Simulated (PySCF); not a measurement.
Species: 2-propylpyridine, C₈H₁₁N.
SMILES with atom numbers: `[CH3:1][CH2:2][CH2:3][c:4]1[cH:5][cH:6][cH:7][cH:8][n:9]1` (hydrogens: H10, H11, H12 on C1; H13, H14 on C2; H15, H16 on C3; H17 on C5; H18 on C6; H19 on C7; H20 on C8)

Computed by this run: PBE0-D3(BJ)/def2-SVP geometry optimisation, gas phase in PySCF; density fitting, grid level 2; the optimiser is geomeTRIC in internal coordinates, started from a GFN2-xTB structure.

Step 0: E = -9946.9879 eV
```
atom  x, y, z in Å  |  force x, y, z in eV/Å
C1     -2.2798    0.9753    0.0320    0.041  -0.528  -0.383
C2     -2.0132   -0.4142   -0.5307    0.166   0.244   0.626
C3     -0.9983   -1.1888    0.3204   -0.027   0.308  -0.553
C4      0.3588   -0.5510    0.2667   -0.339  -0.340   0.149
C5      1.1703   -0.6782   -0.8593    0.085   0.062   0.038
C6      2.4030   -0.0514   -0.8706   -0.036   0.021   0.053
C7      2.7902    0.6828    0.2406   -0.030  -0.031  -0.040
C8      1.9133    0.7493    1.3109    0.048   0.028  -0.035
N9      0.7345    0.1527    1.3262   -0.306   0.031   0.363
H10    -1.3563    1.5457    0.0919    0.334   0.315   0.073
H11    -2.6981    0.9045    1.0330   -0.171   0.048   0.446
H12    -2.9806    1.5163   -0.6000   -0.289   0.284  -0.204
H13    -2.9474   -0.9790   -0.5657   -0.283  -0.204  -0.117
H14    -1.6362   -0.3288   -1.5526    0.052  -0.057  -0.376
H15    -1.3327   -1.2061    1.3580   -0.025  -0.069   0.318
H16    -0.9307   -2.2149   -0.0486    0.006  -0.341  -0.046
H17     0.8385   -1.2628   -1.7048   -0.147  -0.254  -0.363
H18     3.0538   -0.1342   -1.7299    0.268  -0.041  -0.351
H19     3.7444    1.1854    0.2746    0.421   0.231   0.033
H20     2.1614    1.3079    2.2047    0.231   0.293   0.370
```

Problem. Estimate the geometry and energy of step 1. (The exact step hangs on the optimiser's Hessian estimate; all steps are aligned on step 0, rigid shifts and turns removed.)

Solution. E = -9947.0433 eV, largest force 0.127 eV/Å
```
atom  x, y, z in Å  |  force x, y, z in eV/Å
C1     -2.3096    0.9844    0.0283   -0.002   0.073   0.064
C2     -2.0331   -0.4053   -0.5155   -0.010  -0.052  -0.116
C3     -0.9983   -1.1905    0.2957   -0.025  -0.052   0.111
C4      0.3665   -0.5625    0.2729    0.048   0.043  -0.053
C5      1.1935   -0.6930   -0.8525   -0.042  -0.063  -0.048
C6      2.4305   -0.0620   -0.8656    0.046  -0.001  -0.057
C7      2.8121    0.6844    0.2465    0.058   0.031   0.001
C8      1.9260    0.7554    1.3180    0.010   0.033   0.058
N9      0.7388    0.1549    1.3361   -0.037  -0.011   0.015
H10    -1.3901    1.5891    0.0778   -0.029  -0.011  -0.006
H11    -2.7171    0.9343    1.0516    0.017   0.013  -0.032
H12    -3.0360    1.5244   -0.5990    0.009  -0.018   0.012
H13    -2.9710   -0.9880   -0.5467    0.043   0.020   0.000
H14    -1.6857   -0.3345   -1.5635   -0.033  -0.006   0.052
H15    -1.3175   -1.2506    1.3490    0.011  -0.016  -0.048
H16    -0.9334   -2.2204   -0.0946   -0.008   0.036   0.006
H17     0.8602   -1.2899   -1.7067    0.017   0.021   0.029
H18     3.0914   -0.1516   -1.7329   -0.020   0.000   0.030
H19     3.7752    1.1998    0.2850   -0.033  -0.019   0.004
H20     2.1924    1.3322    2.2132   -0.019  -0.021  -0.025
```

The energy changes by -0.0554 eV. The first-order estimate −F·Δx gives -0.1161 eV and the mean of the old and new forces, exact on a quadratic surface, -0.0553 eV. The step makes an angle of 69° with the force vector and moves no atom by more than 0.057 Å.

What follows is the cost of the whole optimisation. On Arm Neoverse V1, one thread, shared host with 32 logical CPUs at a one-minute load of 30, this took 2.5 min and 0.83 GiB of memory at its peak.
